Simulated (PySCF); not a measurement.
How the functional moves excitation energies

C4H5NSe.
InChI=1S/C4H5NSe/c5-4-1-2-6-3-4/h1-3H,5H2

Linear-response calculations in the def2-SVPD basis (PySCF; singlets by full response, triplets Tamm–Dancoff, core orbitals frozen in the response; HF means time-dependent Hartree–Fock). 'Strongest' is the level of largest summed f among the singlets computed (10 roots, of which the last may lack a degenerate partner); it can jump between rows when another state enters that window. S1 is the lowest singlet of each run and needn't be the same state throughout; f(S1) is that of one state. Geometry: PBE0-D3(BJ)/def2-SVP; no solvent, vibrations or thermal averaging. Relativistic effects, spin–orbit coupling among them, are left out although an element past zinc is present.

| functional | kind | S1 (eV) | f(S1) | strongest (eV) | T1 (eV) | HOMO (eV) | gap (eV) | ionisation energy, ΔSCF (eV) |
| --- | --- | --- | --- | --- | --- | --- | --- | --- |
| LDA | LDA | 4.09 | 0.000 | 5.47 | 3.22 | -4.89 | 3.50 | 7.75 |
| PBE | GGA | 4.06 | 0.000 | 5.46 | 3.15 | -4.72 | 3.54 | 7.54 |
| PBE0 | global hybrid, 25% exact exchange | 4.55 | 0.000 | 4.65 | 3.27 | -5.77 | 5.39 | 7.68 |
| BHandHLYP | global hybrid, 50% exact exchange | 4.79 | 0.000 | 4.94 | 3.31 | -6.66 | 7.22 | 7.64 |
| CAM-B3LYP | range-separated hybrid | 4.72 | 0.000 | 4.79 | 3.33 | -6.98 | 7.64 | 7.76 |
| wB97X-D | range-separated hybrid | 4.79 | 0.110 | 4.79 | 3.39 | -7.52 | 8.84 | 7.74 |
| LC-wPBE | range-separated hybrid | 4.99 | 0.134 | 4.99 | 3.32 | -8.23 | 9.89 | 7.89 |
| HF | Hartree–Fock | 5.17 | 0.000 | 5.94 | 3.01 | -7.96 | 9.94 | not settled |

What does B3LYP (global hybrid, 20% exact exchange) give?

S1 (eV) 4.38, f(S1) 0.000, strongest (eV) 4.54, T1 (eV) 3.27, HOMO (eV) -5.57, gap (eV) 5.00, ionisation energy, ΔSCF (eV) 7.66. S1 runs from 4.06 eV (PBE) to 5.17 eV (HF), a spread of 1.10 eV, while the orbital gap spreads over 6.4 eV. Along PBE (0%), B3LYP (20%), PBE0 (25%), BHandHLYP (50%), HF (100%) S1 rises with the share of exact exchange. −ε(HOMO) comes closest to its own ΔSCF ionisation energy with wB97X-D (-0.21 eV) and misses most with LDA (-2.86 eV). 'Not settled' means that the ion's SCF failed to converge or may have ended in another state than the lowest.
